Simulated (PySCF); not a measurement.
Constitutional and geometric isomers with formula H3B2N. Gas-phase values, no solvent. One relaxed conformer stands for each flexible species; it need not be the lowest. Strings in code marks are SMILES.

All values below come from PBE-D3(BJ)/def2-TZVP // CAM-B3LYP-D3(BJ)/def2-TZVP run with PySCF. All candidates: neutral, multiplicity 1. Delta-SCF ions had no search for a lower state. Excitations are Tamm–Dancoff values on a coarser integration grid. The basis has no diffuse functions, so Rydberg states are missing or too high.

| Quantity | Result |
|---|---|
| vertical ionisation energy (Delta-SCF) | 7.22 eV |
| T1 excitation (TDA) | 3.53 eV |
| S1 excitation (TDA) | 0.51 eV |

Question: Identify which member has these values.
(A) `B=NB`
(B) `B=BN`
(C) `BB=N`

Answer: B, `B=BN`. The others give `BB=N`: 10.69 eV, 3.25 eV, 3.49 eV; `B=NB`: 10.05 eV, 3.70 eV, 4.04 eV
